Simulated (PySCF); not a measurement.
C3H7NOSi, SMILES O[SiH2][C@H](C#N)C. The structure is a stationary point at B3LYP-D3(BJ)/def2-SVP. The structure was generated by enumeration; whether it is a known compound was not checked. The values are those of a single conformer.

Computed equilibrium geometry at B3LYP-D3(BJ)/def2-SVP (PySCF confirms it by a frequency run) as bond lengths and angles (one conformer of several):
Atoms: C1 C2 C3 N4 Si5 O6 H7 H8 H9 H10 H11 H12 H13. Bond lengths (Å): C1–C2 1.543, C1–H7 1.100, C1–H8 1.100, C1–H9 1.100, C2–C3 1.458, C2–Si5 1.921, C2–H10 1.105, C3–N4 1.161, Si5–O6 1.664, Si5–H11 1.484, Si5–H12 1.490, O6–H13 0.967. Angles (°): C2–C1–H7 110.7, C2–C1–H8 111.5, C2–C1–H9 110.0, H7–C1–H8 108.2, H7–C1–H9 108.1, H8–C1–H9 108.4, C1–C2–C3 112.3, C1–C2–Si5 112.0, C1–C2–H10 110.5, C3–C2–Si5 105.5, C3–C2–H10 108.3, Si5–C2–H10 108.1, C2–C3–N4 174.8, C2–Si5–O6 108.7, C2–Si5–H11 108.9, C2–Si5–H12 107.9, O6–Si5–H11 106.9, O6–Si5–H12 113.0, H11–Si5–H12 111.4, Si5–O6–H13 116.5.
